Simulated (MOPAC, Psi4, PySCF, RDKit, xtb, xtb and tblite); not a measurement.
Two geometries of C6H16Si, SMILES CCC[SiH2]C(C)C, relaxed at GFN2-xTB with one dihedral held; other torsions can differ between them too.

Structure A

```
23

C      3.7313    -0.2257    -0.1182
C      2.4733     0.4765     0.3805
C      1.2071    -0.1218    -0.2230
Si    -0.3703     0.7397     0.3955
C     -1.9245    -0.0469    -0.3898
C     -2.0355    -1.5375    -0.0776
C     -3.1842     0.6767     0.0756
H      3.8085    -0.1452    -1.2007
H      4.6214     0.2176     0.3231
H      3.7075    -1.2815     0.1447
H      2.5269     1.5376     0.1291
H      2.4247     0.4024     1.4686
H      1.1766    -1.1859     0.0197
H      1.2707    -0.0559    -1.3112
H     -0.3264     2.1656     0.0389
H     -0.4552     0.6196     1.8588
H     -1.8662     0.0604    -1.4788
H     -2.9337    -1.9590    -0.5289
H     -2.0910    -1.6996     0.9971
H     -1.1767    -2.0825    -0.4629
H     -3.2983     0.5864     1.1537
H     -4.0713     0.2542    -0.3956
H     -3.1367     1.7344    -0.1719
```

Structure B

```
23

C     -3.7441    -0.2088    -0.1793
C     -2.5057     0.4809     0.3811
C     -1.2189    -0.0933    -0.2067
Si     0.3579     0.7488     0.4619
C      1.4712    -0.5363     1.3364
C      0.7843    -1.1359     2.5622
C      2.8083     0.0790     1.7380
H     -3.7885    -0.0909    -1.2602
H     -4.6495     0.2154     0.2497
H     -3.7235    -1.2733     0.0468
H     -2.5561     1.5493     0.1618
H     -2.4922     0.3695     1.4675
H     -1.1944    -1.1668    -0.0083
H     -1.2580     0.0144    -1.2917
H      1.1056     1.3646    -0.6442
H      0.0028     1.8022     1.4235
H      1.6807    -1.3555     0.6386
H      1.4181    -1.8891     3.0298
H      0.5800    -0.3622     3.2998
H     -0.1585    -1.6073     2.2927
H      2.6560     0.8965     2.4393
H      3.4490    -0.6622     2.2150
H      3.3292     0.4721     0.8683
```

**Question.** Which is lower in energy at the level B3LYP-D3(BJ)/def2-SVP // GFN2-xTB in Psi4, and by how much?

**Answer.** A is lower, by 1.32 kcal/mol (dihedral C2–C3–Si4–C5: 180° in A, 120° in B).

E(B) − E(A) in kcal/mol at the other levels, on the same two geometries: GFN2-xTB (xtb and tblite) 1.03; MMFF94 // GFN2-xTB (RDKit) 1.45; B3LYP/def2-SVP // GFN2-xTB (Psi4) 1.48; PBE/def2-SVP // GFN2-xTB (Psi4) 1.41; PBE-D3(BJ)/def2-SVP // GFN2-xTB (Psi4) 1.29; UFF // GFN2-xTB (RDKit) 1.71; PM3, restricted, heats of formation // GFN2-xTB (MOPAC) 0.64; PM7, restricted, heats of formation // GFN2-xTB (MOPAC) 0.71; GFN1-xTB // GFN2-xTB (xtb) 1.04; restricted B3LYP/6-31G*, spherical d, density fitting // GFN2-xTB (PySCF) 1.31; restricted Hartree-Fock/STO-3G // GFN2-xTB (PySCF) 1.23; restricted MP2 (frozen core)/3-21G // GFN2-xTB (PySCF) 1.09; restricted Hartree-Fock/3-21G, density fitting // GFN2-xTB (PySCF) 1.03.
